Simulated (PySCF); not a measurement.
Compound: C2H4BClS2.
SMILES: `C1CSB(Cl)S1`

Jobs on this species (10 atoms, 70 electrons) with PySCF (density fitting). Hardware of each: one thread, Arm Neoverse V2 (aarch64) (shared host). The host was shared with other jobs, so the times are rough. Peak memory is the resident size of the whole Python process, interpreter and libraries included.

| level and settings | work | basis functions | SCF cycles | wall time | peak memory |
| --- | --- | --- | --- | --- | --- |
| delta-SCF UKS PBE0, pcX-2 on the ionised atom, pcseg-1 elsewhere, spin-free X2C | ΔSCF core ionisation, 6 holes | 158 | ? | ? | ? |
| delta-SCF UKS SCAN, pcX-2 on the ionised atom, pcseg-1 elsewhere, non-relativistic | ΔSCF core ionisation, 6 holes | 158 | ? | ? | ? |
| delta-SCF UKS PBE, pcX-2 on the ionised atom, pcseg-1 elsewhere, spin-free X2C | ΔSCF core ionisation, 6 holes | 158 | 92 | 21 s | 0.54 GiB |
| delta-SCF UKS SCAN, def2-TZVP on the ionised atom, pcseg-1 elsewhere, spin-free X2C | ΔSCF core ionisation, 6 holes | 135 | 97 | 30 s | 0.52 GiB |
| delta-SCF UKS B3LYP, pcX-2 on the ionised atom, pcseg-1 elsewhere, spin-free X2C | ΔSCF core ionisation, 6 holes | 158 | 144 | 71 s | 0.59 GiB |
| PBE0-D3(BJ)/def2-SVP, grid level 1 | geometry optimisation from a GFN2-xTB start shaken at random | 116 | 48 | 37 s | 0.51 GiB |
| delta-SCF UKS SCAN, pcX-2 on the ionised atom, pcseg-1 elsewhere, spin-free X2C | ΔSCF core ionisation, 6 holes | 158 | 96 | 33 s | 0.54 GiB |
| delta-SCF UKS SCAN, pcX-1 on the ionised atom, pcseg-1 elsewhere, spin-free X2C | ΔSCF core ionisation, 6 holes | 138 | 93 | 26 s | 0.52 GiB |
| delta-SCF UKS HF, pcX-2 on the ionised atom, pcseg-1 elsewhere, spin-free X2C | ΔSCF core ionisation, 6 holes | 158 | 87 | 33 s | 0.52 GiB |

Task: Fill in the missing figures.

Result: 
- delta-SCF UKS PBE0, pcX-2 on the ionised atom, pcseg-1 elsewhere, spin-free X2C; ΔSCF core ionisation, 6 holes: 46 s, 0.59 GiB, 81 SCF cycles
- delta-SCF UKS SCAN, pcX-2 on the ionised atom, pcseg-1 elsewhere, non-relativistic; ΔSCF core ionisation, 6 holes: 31 s, 0.52 GiB, 95 SCF cycles

Task: What do all jobs in the table cost together?

Result: About 5.5 min; the longest takes about 22 % of that, and about 3.4 times as long as the shortest.
